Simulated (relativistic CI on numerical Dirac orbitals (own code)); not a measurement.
Slater and spin-orbit integrals, Ag¹⁰⁺

Computed by Dirac-Coulomb-Breit CI, separate exchange-only KLI orbitals for each configuration, QED by a radiative potential, unscaled Slater integrals (own radial code, finite nucleus).

Slater integrals F^k, G^k are unscaled and averaged over j, outside the closed core [Ar] 3d10; ζ comes from projecting the Hamiltonian with its Breit term on Σ l·s of the shell.

- 4s2 4p6 4d: ζ(4d) = 3145.9 cm⁻¹; <r>(4d) = 1.008, <r^2>(4d) = 1.162 (bohr units).
- 4s2 4p5 4d2: ζ(4p) = 33008, F^2(4d,4d) = 101570, F^4(4d,4d) = 68465, F^2(4p,4d) = 106630, G^1(4p,4d) = 135320, G^3(4p,4d) = 84948, ζ(4d) = 3157.2 cm⁻¹; <r>(4p) = 0.9072, <r^2>(4p) = 0.9299, <r>(4d) = 1.006, <r^2>(4d) = 1.157 (bohr units).
- 4s2 4p6 4f: ζ(4f) = 49.587 cm⁻¹; <r>(4f) = 1.196, <r^2>(4f) = 1.655 (bohr units).

Question: Give the Racah parameters of the d shell in 4s2 4p5 4d2.

Answer: B = F²/49 − 5F⁴/441 = 1297 cm⁻¹ and C = 35F⁴/441 = 5434 cm⁻¹.

Averages of the first 10 configurations, taken without configuration mixing, which lowers the lowest level and can move excited configurations by several eV; other configurations of the list can lie among them:

```
Configuration  Parity  States  Average energy above the lowest level (eV)
   4s2 4p6 4d    even      10                                         1.9
  4s2 4p5 4d2     odd     270                                        63.9
   4s2 4p6 4f     odd      14                                        67.7
   4s2 4p6 5s    even       2                                        53.6
   4s 4p6 4d2    even      90                                       110.2
   4s2 4p6 5p     odd       6                                        68.3
4s2 4p5 4d 4f    even     840                                       128.8
   4s2 4p6 5d    even      10                                        91.0
 4s 4p6 4d 4f     odd     280                                       175.4
   4s2 4p6 6s    even       2                                       108.4
```
